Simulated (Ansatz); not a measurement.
Geometry optimisation, RKS revPBE-D4/def2-SVP in Ansatz 0.2.0.

Input file:

```yaml
crystal:
  periodic: [false, false, false]
  atoms:
    - { symbol: Ge, position_ang: [0.0, 0.0, 0.0] }
    - { symbol: H, position_ang: [0.0, 0.0, 1.55] }
    - { symbol: O, position_ang: [1.6691, 0.0, -0.5894] }
    - { symbol: H, position_ang: [1.9855, -0.9521, -0.7061] }
    - { symbol: O, position_ang: [-0.8337, 1.4443, -0.5894] }
    - { symbol: H, position_ang: [-1.7915, 1.2136, -0.8118] }
    - { symbol: F, position_ang: [-0.7913, -1.3709, -0.5594] }
basis:
  gaussian: { orbitals: def2-SVP }
hamiltonian:
  xc: revpbe
  dispersion: d4
relax:
  f_tol: 0.02
  max_steps: 40
```

Run as:

```bash
$ ansatz run input.yaml --threads 2 --pin off --max-ram 3072MiB --backend cpu --events-out ev --progress --plain --runs-dir out
```

Problem. Where does it end, and by what steps?

Solution. The forces met the threshold. After 17 steps the energy has fallen by 0.300 eV; H6 moved furthest, 0.91 Å.

```json
{"step": "0", "energy less start (eV)": "0.0000", "largest force component (eV/Å)": "2.286", "accepted": "yes"}
{"step": "1", "energy less start (eV)": "-0.1666", "largest force component (eV/Å)": "1.066", "accepted": "yes"}
{"step": "2", "energy less start (eV)": "-0.2004", "largest force component (eV/Å)": "0.162", "accepted": "yes"}
{"step": "3", "energy less start (eV)": "-0.2016", "largest force component (eV/Å)": "0.033", "accepted": "yes"}
{"step": "4", "energy less start (eV)": "-0.2035", "largest force component (eV/Å)": "0.156", "accepted": "yes"}
{"step": "5", "energy less start (eV)": "-0.2331", "largest force component (eV/Å)": "0.158", "accepted": "yes"}
{"step": "6", "energy less start (eV)": "-0.2396", "largest force component (eV/Å)": "0.377", "accepted": "yes"}
{"step": "7", "energy less start (eV)": "-0.2650", "largest force component (eV/Å)": "0.108", "accepted": "yes"}
{"step": "8", "energy less start (eV)": "-0.2859", "largest force component (eV/Å)": "0.123", "accepted": "yes"}
{"step": "9", "energy less start (eV)": "-0.2764", "largest force component (eV/Å)": "0.632", "accepted": "no"}
{"step": "10", "energy less start (eV)": "-0.2907", "largest force component (eV/Å)": "0.474", "accepted": "yes"}
{"step": "11", "energy less start (eV)": "-0.2974", "largest force component (eV/Å)": "0.117", "accepted": "yes"}
{"step": "12", "energy less start (eV)": "-0.2976", "largest force component (eV/Å)": "0.083", "accepted": "yes"}
{"step": "13", "energy less start (eV)": "-0.2983", "largest force component (eV/Å)": "0.172", "accepted": "yes"}
{"step": "14", "energy less start (eV)": "-0.2588", "largest force component (eV/Å)": "1.182", "accepted": "no"}
{"step": "15", "energy less start (eV)": "-0.2997", "largest force component (eV/Å)": "0.044", "accepted": "yes"}
{"step": "16", "energy less start (eV)": "-0.2999", "largest force component (eV/Å)": "0.021", "accepted": "yes"}
{"step": "17", "energy less start (eV)": "-0.2999", "largest force component (eV/Å)": "0.005", "accepted": "yes"}
```

```xyz
7
Properties=species:S:1:pos:R:3
Ge -0.078 -0.052 0.192
H -0.009 -0.024 1.729
O 1.480 0.097 -0.678
H 1.756 -0.780 -1.008
O -1.146 1.273 -0.329
H -1.041 1.434 -1.286
F -0.723 -1.612 -0.327
```

Whether the end is a true minimum wasn't checked by a vibrational analysis.

Time of the run: 57 s on 2 threads of AMD EPYC (Zen 3), with other jobs on the host, peak memory 0.14 GiB.
